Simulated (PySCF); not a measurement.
Species: C₄F₈.
Structure used (PBE0-D3(BJ)/def2-SVP), in Å, numbered top down from 1:
```xyz
12
C4F8 angstrom
F     -3.045   -0.490   -0.612
C     -2.014    0.032   -0.016
F     -2.304    1.142    0.594
C     -0.807   -0.539   -0.053
F     -0.653   -1.674   -0.727
C      0.445   -0.039    0.599
F      0.929   -0.978    1.433
F      0.199    1.075    1.299
C      1.567    0.290   -0.413
F      2.609    0.804    0.220
F      1.949   -0.801   -1.058
F      1.121    1.177   -1.295
```

Linear response at PBE0/def2-SVPD (PySCF, frozen core in the response, non-relativistic).

Static isotropic polarisability: 55.46 au (8.22 Å³), principal values 45.2, 52.4, 68.7 au.

(1) What is the polarisability at 1064 nm and at the sodium D line?

(2) What is the isotropic C6 coefficient between two such molecules, C6 = (3/π)∫α(iω)² dω?

(3) Which effective excitation energy ω̄ makes London's formula C6 = (3/4)α²ω̄ exact here?

(4) The lowest 6 singlets have (eV, f): 6.83, 0.004; 7.39, 0.347; 7.56, 0.085; 8.62, 0.005; 8.75, 0.003; 9.16, 0.019. What share of the static polarisability do they carry in the sum over states α = Σ f/ω²?

(5) What three-body coefficient follows from the one-pole estimate C9 = (3/4)·α·C6?

(6) How anisotropic is the static polarisability, by Δα² = ½[(α1 − α2)² + (α2 − α3)² + (α3 − α1)²]?

(7) How many electrons N does the Slater–Kirkwood formula C6 = (3/4)·√N·α^(3/2) need to give this C6?

(8) What molar refraction at the D line follows from R = (4π/3)·N_A·α′, with α′ the polarisability volume?

Answers

(1) 55.79 au at 1064 nm (+0.6 %), 56.58 au at 589.3 nm (+2.0 %). The rise at 589.3 nm is 3.37 times that at 1064 nm; a pure ω² law gives 3.26. The lowest singlet lies at 182 nm, shorter than both wavelengths.

(2) 1756 au (Eh·bohr⁶) by a ten-point quadrature over imaginary frequencies, which is 1050 eV·Å⁶ or 101 J·nm⁶/mol.

(3) ω̄ = 4·C6/(3α²) = 0.761 Eh = 20.7 eV. A one-pole form α(ω) = α/(1 − ω²/ω̄²) fitted to the 1064 nm value gives 15.1 eV.

(4) 6.13 au, 11.0 % of α; the largest term, 4.71 au, is that of the state at 7.39 eV. Their oscillator strengths add up to 0.46. Higher states carry the rest.

(5) 73000 au. This is an estimate from the two numbers above, not a computed integral.

(6) Δα = 20.8 au, or 0.38 of the isotropic value.

(7) N = (4·C6/3)²/α³ = 32.1; the species has 96 electrons in all.

(8) α′ = 8.38 Å³ gives R = 21.15 cm³/mol, for isolated, non-vibrating species.

Rough CPU time on one thread of a shared machine: about 2.9 min. This is the whole response run at PBE0/def2-SVPD, SCF included.

One conformer stands for the species.
